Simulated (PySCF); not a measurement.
**Spinor energies of Se⁻ (selenium, charge -1)**

Start: [Ar] 3d10 4s2 4p5; 4p1/2 filled at m_j = -1/2, +1/2; 4p3/2 filled at m_j = -1/2, +1/2, +3/2. Calculated with PySCF 2.14 in x2c-SVPall-2c with one added diffuse shell each of s, p, d type (6s7p4d, 47 functions): generalised Hartree-Fock with the X2C-1e Hamiltonian and a Gaussian nucleus; one run each with spin-orbit coupling (SO) switched off, then screened by Boettger's factors.

```
spinor shell  electrons  ε, spin-free (eV)  ε, screened SO (eV)  weight of nominal j (screened SO)  rms radius, screened SO (bohr)
       1s1/2          2           -12724.8             -12724.5                              1.000                          0.0508
       2s1/2          2            -1687.3              -1687.2                              1.000                           0.212
       2p1/2          2            -1478.6              -1507.3                              1.000                           0.187
       2p3/2          4            -1478.6              -1464.6                              1.000                           0.190
       3s1/2          2            -242.47              -242.42                              1.000                           0.613
       3p1/2          2            -174.75              -179.07                              1.000                           0.629
       3p3/2          4            -174.75              -172.59                              1.000                           0.639
       3d3/2          4            -62.488              -63.029                              0.996                           0.696
       3d5/2          6            -62.488              -62.045                              0.998                           0.699
       4s1/2          2            -15.805              -15.779                              1.000                            2.04
       4p1/2          2             -2.761               -3.212                              0.700                            2.75
       4p3/2          3             -2.761               -2.468                              0.800                            2.88
```

```csv
quantity,spin-free,screened SO
E (hartree),-2427.66140,-2427.76063
M_J,3/2,3/2
⟨J²⟩,3.769,3.769
⟨L²⟩,2.010,2.013
⟨S²⟩,0.760,0.761
```

Each row is a mean over spinors that exchange with the open shell spreads, by up to 2.569 eV (4s1/2).

Rows whose weight is well below 1 are mixtures of j = l ± 1/2: exchange outweighs spin-orbit coupling there, and the label is only the starting occupation.

Without spin-orbit coupling the j labels of p, d and f shells carry no meaning; the spin-free column gives the mean over the occupied spinors of each nl shell.
